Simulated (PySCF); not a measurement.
**`N#C[C@@H]1C[Si@@H](N)N[SiH2]1`, C3H9N3Si2**

Molfile (atoms numbered from 1):
```
C3H9N3Si2
     RDKit          3D

 17 17  0  0  0  0  0  0  0  0999 V2000
   -3.2795   -1.6940    0.9243 N   0  0  0  0  0  0  0  0  0  0  0  0
   -2.2900   -1.3209    0.4813 C   0  0  0  0  0  0  0  0  0  0  0  0
   -1.0703   -0.8109   -0.0478 C   0  0  2  0  0  0  0  0  0  0  0  0
   -0.0001   -0.6776    1.0485 C   0  0  0  0  0  0  0  0  0  0  0  0
    1.3175    0.5420    0.4348 Si  0  0  1  0  0  4  0  0  0  0  0  0
    2.4978   -0.3103   -0.4900 N   0  0  0  0  0  0  0  0  0  0  0  0
    0.2975    1.4447   -0.6467 N   0  0  0  0  0  0  0  0  0  0  0  0
   -1.3185    0.8964   -0.8929 Si  0  0  0  0  0  4  0  0  0  0  0  0
   -0.7140   -1.5104   -0.8102 H   0  0  0  0  0  0  0  0  0  0  0  0
   -0.4661   -0.2842    1.9529 H   0  0  0  0  0  0  0  0  0  0  0  0
    0.3987   -1.6594    1.3056 H   0  0  0  0  0  0  0  0  0  0  0  0
    1.8243    1.4419    1.4791 H   0  0  0  0  0  0  0  0  0  0  0  0
    3.0469   -1.0240   -0.0392 H   0  0  0  0  0  0  0  0  0  0  0  0
    3.0755    0.2095   -1.1310 H   0  0  0  0  0  0  0  0  0  0  0  0
    0.6170    2.2976   -1.0680 H   0  0  0  0  0  0  0  0  0  0  0  0
   -1.6391    0.7448   -2.3134 H   0  0  0  0  0  0  0  0  0  0  0  0
   -2.3046    1.7268   -0.1971 H   0  0  0  0  0  0  0  0  0  0  0  0
  1  2  3  0
  2  3  1  0
  3  4  1  0
  4  5  1  0
  5  6  1  0
  5  7  1  0
  7  8  1  0
  8  3  1  0
  3  9  1  6
  4 10  1  0
  4 11  1  0
  5 12  1  1
  6 13  1  0
  6 14  1  0
  7 15  1  0
  8 16  1  0
  8 17  1  0
M  END
```

Method used: PySCF, TDDFT CAM-B3LYP/def2-SVPD circular dichroism and optical rotation, one conformer, gas phase. Geometry: GFN2-xTB.

The molecule is flexible and this is one conformer; a measurement averages over conformers.

(1) Draw the ECD and absorption spectra from the lowest 8 states, each a Gaussian of half-width 0.25 eV at 1/e height.

Answers

(1) 
```csv
E (eV),λ (nm),Δε (L mol⁻¹ cm⁻¹),ε (L mol⁻¹ cm⁻¹)
5.96,208,-0.16,12.8
6.11,203,-1.17,109
6.26,198,-3.61,508
6.41,193,-2.98,1410
6.56,189,+5.63,2370
6.71,185,+11.05,2330
6.86,181,+3.79,1410
7.01,177,-6.33,908
7.16,173,-7.41,977
7.31,170,+0.51,1240
7.46,166,+13.24,2000
7.61,163,+30.07,3030
```
Δε uses R in velocity form, ε uses f in length form. Only the states computed contribute, so the short-wavelength end is incomplete.
